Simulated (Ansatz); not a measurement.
Ansatz (a quantum-chemistry and plane-wave program) input (B2PLYP/def2-TZVPD):

Ansatz 0.2 input:
```yaml
crystal:
  periodic: [false, false, false]
  atoms:
    - {symbol: Si, position_ang: [0.03624753, -0.00224795, -0.00038559]}
    - {symbol: C, position_ang: [1.74691431, 0.27111426, -0.65674999]}
    - {symbol: C, position_ang: [-0.91000799, -1.06499771, -1.21615305]}
    - {symbol: C, position_ang: [-0.77557033, 1.66056093, 0.28278668]}
    - {symbol: N, position_ang: [0.00371440, -0.83577797, 1.52686630]}
    - {symbol: H, position_ang: [2.25625427, -0.43791702, -1.30280940]}
    - {symbol: H, position_ang: [2.36513628, 1.11538700, -0.36560202]}
    - {symbol: H, position_ang: [-0.94834825, -0.59457679, -2.20099926]}
    - {symbol: H, position_ang: [-1.93361400, -1.22958076, -0.87432955]}
    - {symbol: H, position_ang: [-0.43628995, -2.04263141, -1.33818960]}
    - {symbol: H, position_ang: [-1.79370876, 1.53724888, 0.65705445]}
    - {symbol: H, position_ang: [-0.81771974, 2.23885329, -0.64256682]}
    - {symbol: H, position_ang: [-0.21877667, 2.25256755, 1.01392047]}
    - {symbol: H, position_ang: [0.33367471, -0.35453170, 2.35097382]}
    - {symbol: H, position_ang: [0.29190990, -1.80296703, 1.56058041]}
basis:
  gaussian:
    orbitals: def2-TZVPD
hamiltonian:
  xc: {name: B2PLYP}
magnetization: {spin_polarized: true, initial_magnetization: 1}
correlation: {electrons: outside_noble_gas}
```

End of the output:

```
integrals: 1.01 GiB planned
1947 factors; integrals over basis functions are off by at most 1.3e-3 eV
mean field: 2.64 GiB planned
mean field evaluation 1: about -12618.7861 eV, gradient 4.9e1 eV
mean field evaluation 2: about -12618.8107 eV, gradient 4.9e1 eV
mean field evaluation 4: about -12628.8351 eV, gradient 5.4e0 eV
mean field evaluation 8: about -12628.9623 eV, gradient 3.0e-1 eV
mean field evaluation 16: about -12628.9632 eV, gradient 8.0e-4 eV
mean field -12628.96323785 eV, -464.1058387723 hartree, gradient 3.5e-6 eV, S^2 0.755873; 0 other end points of the search recorded, 0 dependent functions left out
9 core orbitals not correlated
reference -12628.96345279 eV, -464.1058466713 hartree; 16, 15 occupied and 256, 257 virtual orbitals, 1947 factors
second order -27.00271826 eV of doubles, -0.00000000 eV of singles
Total energy: -12636.25418672 eV, -464.3737762014 hartree
```

It need not be the lowest isomer of its formula.
